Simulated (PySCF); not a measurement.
O2Si, charge -1, doublet, geometry from GFN2-xTB (a state made from the parent by changing its charge; the spin is typed, not shown lowest); PBE0/cc-pVTZ in PySCF.

PySCF was given this input:
```python
from pyscf import gto, scf, dft

mol = gto.M(
    atom='''
O     1.424277   -0.245770    0.005335
Si   -0.012228    0.338473    0.013371
O    -1.402879   -0.346558   -0.028735
''',
    basis='cc-pvtz',
    charge=-1,
    spin=1,
    verbose=4,
)

mf = dft.UKS(mol)
mf.xc = 'pbe0'
mf.kernel()
mf.analyze()
```

What the program printed (banner, timings and long lists left out):

```
PySCF version 2.14.0

[INPUT] verbose = 4
[INPUT] num. atoms = 3
[INPUT] num. electrons = 31
[INPUT] charge = -1
[INPUT] spin (= nelec alpha-beta = 2S) = 1
[INPUT] symmetry False subgroup None
[INPUT] Mole.unit = angstrom
[INPUT] Symbol           X                Y                Z      unit          X                Y                Z       unit  Magmom
[...]
nuclear repulsion = 88.40648916734
number of shells = 27
number of NR pGTOs = 143
number of NR cGTOs = 94
basis = cc-pvtz
ecp = {}

******** <class 'pyscf.dft.uks.UKS'> ********
method = UKS
initial guess = minao
damping factor = 0
level_shift factor = 0
DIIS = <class 'pyscf.scf.diis.CDIIS'>
diis_start_cycle = 1
diis_space = 8
diis_damp = 0
SCF conv_tol = 1e-09
SCF conv_tol_grad = None
SCF max_cycles = 50
direct_scf = True
direct_scf_tol = 1e-13
number electrons alpha = 16  beta = 15
XC library pyscf.dft.libxc version 7.1.2
    S. Lehtola, C. Steigemann, M. J. T. Oliveira, and M. A. L. Marques,  SoftwareX 7, 1–5 (2018)
XC functionals = pbe0
    C. Adamo and V. Barone,  J. Chem. Phys. 110, 6158 (1999)
    M. Ernzerhof and G. E. Scuseria,  J. Chem. Phys. 110, 5029 (1999)
radial grids:
    Treutler-Ahlrichs [JCP 102, 346 (1995); DOI:10.1063/1.469408] (M4) radial grids

becke partition: Becke, JCP 88, 2547 (1988); DOI:10.1063/1.454033
pruning grids: <function nwchem_prune>
grids dens level: 3
symmetrized grids: False
atomic radii adjust function: <function treutler_atomic_radii_adjust>
small_rho_cutoff = 0
Set gradient conv threshold to 3.16228e-05
tot grids = 47344
init E= -439.845131021318

cycle= 1 E= -439.42674108416  delta_E= 0.418  |g|= 0.95  |ddm|= 1.21
cycle= 2 E= -437.90129574171  delta_E= 1.53  |g|= 2.05  |ddm|= 1.68
cycle= 3 E= -439.786829390099  delta_E= -1.89  |g|= 0.0903  |ddm|= 1.27
cycle= 4 E= -439.791998355615  delta_E= -0.00517  |g|= 0.042  |ddm|= 0.175
cycle= 5 E= -439.792869316672  delta_E= -0.000871  |g|= 0.0106  |ddm|= 0.0347
cycle= 6 E= -439.792933229676  delta_E= -6.39e-05  |g|= 0.00228  |ddm|= 0.00864
cycle= 7 E= -439.792940564479  delta_E= -7.33e-06  |g|= 0.000735  |ddm|= 0.00403
cycle= 8 E= -439.792941583386  delta_E= -1.02e-06  |g|= 0.000315  |ddm|= 0.00136
cycle= 9 E= -439.792941721763  delta_E= -1.38e-07  |g|= 0.000377  |ddm|= 0.000718
cycle= 10 E= -439.792941784639  delta_E= -6.29e-08  |g|= 0.000112  |ddm|= 0.000255
cycle= 11 E= -439.792941794498  delta_E= -9.86e-09  |g|= 1.8e-05  |ddm|= 0.000137
cycle= 12 E= -439.792941794899  delta_E= -4.01e-10  |g|= 3.96e-06  |ddm|= 3.73e-05
Extra cycle  E= -439.79294179491  delta_E= -1.08e-11  |g|= 5.6e-06  |ddm|= 7.2e-06
converged SCF energy = -439.79294179491  <S^2> = 0.7553501  2S+1 = 2.005343
**** SCF Summaries ****
Total Energy =                        -439.792941794909780
Nuclear Repulsion Energy =              88.406489167339970
One-electron Energy =                 -792.849032522637685
Two-electron Energy =                  264.649601560387964
Two-electron Coulomb Energy =          302.733834527812292
DFT Exchange-Correlation Energy =      -38.084232967424306
**** MO energy ****
                             alpha | beta                alpha | beta
[...]
To work with the spin densities directly, `use mulliken_meta_spin()` only printing them here.

 ** Mulliken spin pop alpha/beta on meta-lowdin orthogonal AOs **
 ** Mulliken Spin Density (per AO)  **
spin_pop of  0 O 1s       -0.00000
spin_pop of  0 O 2s        0.00377
spin_pop of  0 O 3s       -0.00005
spin_pop of  0 O 4s        0.00027
spin_pop of  0 O 2px       0.03900
spin_pop of  0 O 2py       0.14880
spin_pop of  0 O 2pz      -0.01289
spin_pop of  0 O 3px      -0.00013
spin_pop of  0 O 3py       0.00275
spin_pop of  0 O 3pz      -0.00019
spin_pop of  0 O 4px       0.00039
spin_pop of  0 O 4py       0.00032
spin_pop of  0 O 4pz      -0.00002
spin_pop of  0 O 3dxy      0.00132
spin_pop of  0 O 3dyz      0.00002
spin_pop of  0 O 3dz^2     0.00034
spin_pop of  0 O 3dxz     -0.00004
spin_pop of  0 O 3dx2-y2    0.00012
spin_pop of  0 O 4dxy      0.00035
spin_pop of  0 O 4dyz     -0.00001
spin_pop of  0 O 4dz^2     0.00005
spin_pop of  0 O 4dxz     -0.00002
spin_pop of  0 O 4dx2-y2   -0.00000
spin_pop of  0 O 4f-3      0.00010
spin_pop of  0 O 4f-2      0.00001
spin_pop of  0 O 4f-1      0.00002
spin_pop of  0 O 4f+0      0.00001
spin_pop of  0 O 4f+1      0.00003
spin_pop of  0 O 4f+2     -0.00001
spin_pop of  0 O 4f+3      0.00001
spin_pop of  1 Si 1s       -0.00000
spin_pop of  1 Si 2s        0.00005
spin_pop of  1 Si 3s        0.34810
spin_pop of  1 Si 4s        0.03414
spin_pop of  1 Si 5s        0.00052
spin_pop of  1 Si 2px       0.00000
spin_pop of  1 Si 2py       0.00001
spin_pop of  1 Si 2pz      -0.00001
spin_pop of  1 Si 3px      -0.02281
spin_pop of  1 Si 3py       0.22763
spin_pop of  1 Si 3pz       0.02861
spin_pop of  1 Si 4px      -0.00072
spin_pop of  1 Si 4py      -0.00030
spin_pop of  1 Si 4pz      -0.00000
spin_pop of  1 Si 5px       0.00011
spin_pop of  1 Si 5py       0.00012
spin_pop of  1 Si 5pz      -0.00003
spin_pop of  1 Si 3dxy     -0.00037
spin_pop of  1 Si 3dyz     -0.00139
spin_pop of  1 Si 3dz^2     0.00050
spin_pop of  1 Si 3dxz     -0.00002
spin_pop of  1 Si 3dx2-y2    0.01689
spin_pop of  1 Si 4dxy     -0.00004
spin_pop of  1 Si 4dyz      0.00002
spin_pop of  1 Si 4dz^2     0.00008
spin_pop of  1 Si 4dxz      0.00001
spin_pop of  1 Si 4dx2-y2    0.00005
spin_pop of  1 Si 4f-3      0.00056
spin_pop of  1 Si 4f-2     -0.00001
spin_pop of  1 Si 4f-1      0.00005
spin_pop of  1 Si 4f+0     -0.00003
spin_pop of  1 Si 4f+1     -0.00001
spin_pop of  1 Si 4f+2     -0.00016
spin_pop of  1 Si 4f+3     -0.00022
spin_pop of  2 O 1s       -0.00000
spin_pop of  2 O 2s        0.00377
spin_pop of  2 O 3s       -0.00005
spin_pop of  2 O 4s        0.00027
spin_pop of  2 O 2px       0.02838
spin_pop of  2 O 2py       0.15927
spin_pop of  2 O 2pz      -0.01275
spin_pop of  2 O 3px      -0.00020
spin_pop of  2 O 3py       0.00282
spin_pop of  2 O 3pz      -0.00019
spin_pop of  2 O 4px       0.00033
spin_pop of  2 O 4py       0.00037
spin_pop of  2 O 4pz      -0.00002
spin_pop of  2 O 3dxy      0.00143
spin_pop of  2 O 3dyz      0.00002
spin_pop of  2 O 3dz^2     0.00034
spin_pop of  2 O 3dxz     -0.00004
spin_pop of  2 O 3dx2-y2    0.00001
spin_pop of  2 O 4dxy      0.00036
spin_pop of  2 O 4dyz     -0.00001
spin_pop of  2 O 4dz^2     0.00005
spin_pop of  2 O 4dxz     -0.00002
spin_pop of  2 O 4dx2-y2   -0.00001
spin_pop of  2 O 4f-3      0.00009
spin_pop of  2 O 4f-2      0.00001
spin_pop of  2 O 4f-1      0.00002
spin_pop of  2 O 4f+0      0.00001
spin_pop of  2 O 4f+1      0.00003
spin_pop of  2 O 4f+2     -0.00001
spin_pop of  2 O 4f+3      0.00002
 ** Mulliken Spin Density (per atom)  **
spin density of  0 O =      0.18432
spin density of  1 Si =      0.63137
spin density of  2 O =      0.18432
 ** Mulliken pop alpha/beta on meta-lowdin orthogonal AOs **
 ** Mulliken pop       alpha | beta **
In total            16.00000 | 15.00000
 ** Mulliken atomic charges   ( Nelec_alpha | Nelec_beta ) **
charge of  0O =     -0.88054  (     4.53243      4.34811 )
charge of  1Si =      0.76107  (     6.93515      6.30378 )
charge of  2O =     -0.88054  (     4.53243      4.34811 )

WARN: System has nonzero charge -1; the dipole moment is origin-dependent.
Location of origin: [0. 0. 0.]

Dipole moment(X, Y, Z, Debye): -0.03959,  1.09587,  0.04329
```
